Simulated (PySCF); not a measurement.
Compound: C₈H₁₁P.
Bonds: C1–C2, C2–C3, C3–C4 (aromatic), C4–C5 (aromatic), C5–P6 (aromatic), P6–C7 (aromatic), C7–C8, C7–C9 (aromatic), C3–C9 (aromatic). Hydrogens: H10, H11, H12 on C1; H13, H14 on C2; H15 on C4; H16 on C5; H17, H18, H19 on C8; H20 on C9.

All values: PBE0/pcSseg-1 (PySCF, non-relativistic), on one gas-phase PBE0-D3(BJ)/def2-SVP geometry that isn't relaxed in the solvent. The solvent is an IEF-PCM continuum (van der Waals radii × 1.2). The model holds no explicit solvent molecules, cavitation or dispersion.

Gas phase at PBE0/pcSseg-1: HOMO -6.73 eV, LUMO -1.27 eV, dipole 2.12 D.

Task: What does the continuum do to the energy, the frontier levels and the dipole at PBE0/pcSseg-1 in chloroform and acetonitrile?

Result: 
```json
{"solvent": "chloroform", "ε": "4.711", "E(solvent) − E(gas) (kJ/mol)": "-10.14", "polarisation term (kJ/mol)": "-11.54", "distortion of the solute (kJ/mol)": "1.40", "HOMO (eV)": "-6.78", "LUMO (eV)": "-1.33", "dipole (D)": "2.80"}
{"solvent": "acetonitrile", "ε": "35.69", "E(solvent) − E(gas) (kJ/mol)": "-14.55", "polarisation term (kJ/mol)": "-17.55", "distortion of the solute (kJ/mol)": "3.00", "HOMO (eV)": "-6.83", "LUMO (eV)": "-1.38", "dipole (D)": "3.12"}
```

The polarisation term is half the interaction of the solute with the surface charges that it induces; the rest is the cost of distorting the solute's density. The sum is the electrostatic part of solvation alone. From chloroform to acetonitrile the lowering changes by a factor 1.44, Onsager's factor (ε − 1)/(2ε + 1) by 1.35 and ε itself by 7.6.

Task: Which radius a makes the point-dipole formula ΔE = −[(ε − 1)/(2ε + 1)]·μ²/a³ give the value in acetonitrile, with the gas-phase dipole?

Result: μ = 0.833 au and |ΔE| = 0.00554 Eh give a = 2.07 Å; the farthest nucleus lies 4.03 Å from the centroid of the nuclei, so such a sphere wouldn't even hold the nuclei. The formula assumes a rigid point dipole at the centre of a sphere.

Task: Which IAO charges (PBE0/pcSseg-1) respond most in acetonitrile (means over atoms taken as equivalent)?

Result: 
```json
{"atoms": "P6", "environment": "phosphorus bonded to 2 C", "gas (e)": "+0.326", "solvent (e)": "+0.278", "change": "-0.048"}
{"atoms": "H20", "environment": "aromatic hydrogen", "gas (e)": "+0.135", "solvent (e)": "+0.150", "change": "+0.015"}
{"atoms": "H15", "environment": "aromatic hydrogen", "gas (e)": "+0.143", "solvent (e)": "+0.157", "change": "+0.014"}
{"atoms": "H16", "environment": "aromatic hydrogen", "gas (e)": "+0.161", "solvent (e)": "+0.171", "change": "+0.010"}
{"atoms": "C4", "environment": "aromatic CH carbon", "gas (e)": "-0.146", "solvent (e)": "-0.153", "change": "-0.007"}
{"atoms": "H13/H14", "environment": "methylene hydrogen", "gas (e)": "+0.137", "solvent (e)": "+0.144", "change": "+0.007"}
{"atoms": "C5", "environment": "aromatic CH carbon", "gas (e)": "-0.369", "solvent (e)": "-0.375", "change": "-0.006"}
{"atoms": "C9", "environment": "aromatic CH carbon", "gas (e)": "-0.151", "solvent (e)": "-0.157", "change": "-0.006"}
{"atoms": "H17/H18/H19", "environment": "methyl hydrogen", "gas (e)": "+0.149", "solvent (e)": "+0.155", "change": "+0.006"}
{"atoms": "C8", "environment": "benzylic-type carbon", "gas (e)": "-0.414", "solvent (e)": "-0.419", "change": "-0.005"}
{"atoms": "C2", "environment": "benzylic-type carbon", "gas (e)": "-0.251", "solvent (e)": "-0.255", "change": "-0.004"}
{"atoms": "C1", "environment": "methyl carbon", "gas (e)": "-0.404", "solvent (e)": "-0.407", "change": "-0.003"}
```

Conformer computed: `[CH3:1][CH2:2][c:3]1[cH:4][cH:5][p:6][c:7]([CH3:8])[cH:9]1`: C1–C2–C3–C4 -87°.
